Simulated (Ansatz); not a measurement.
`BC1(F)C=C1` + H₂ → `FC1C=C1` + BH₃  (hydrogenolysis of a C–B bond)

Gas-phase electronic energies from Ansatz, PBE0-D4/def2-TZVP geometries. CBS: MP2 limit from def2 TZ/QZ plus the TZ coupled-cluster correction, frozen cores. This one scheme is used for every species. DFT in def2-TZVPP.

| level | ΔE (eV) |
| --- | --- |
| PBE-D4 | 0.14 |
| B97M-V | 0.05 |
| CAM-B3LYP-D4 | 0.00 |
| B2PLYP | -0.01 |
| PBE0 | 0.01 |
| CAM-B3LYP | -0.04 |
| HF/def2-SVP | -0.32 |
| HF/def2-QZVPP | -0.29 |

(1) What does CCSD(T)/CBS give? (An estimate is asked.)

Largest T1 diagnostic among the species: 0.012.

Answers

(1) Ansatz gave: +0.03 eV. The listed levels differ from it by 0.11, 0.02, -0.03, -0.04, -0.02, -0.07, -0.35, -0.32 eV.

In def2-TZVPP, CCSD(T) changes the Hartree–Fock value by +0.29 eV (the triples alone add +0.06 eV) and MP2 by +0.33 eV. From PBE to PBE0 (25 % exact exchange), in def2-TZVPP and without D4, ΔE moves by −0.09 eV.
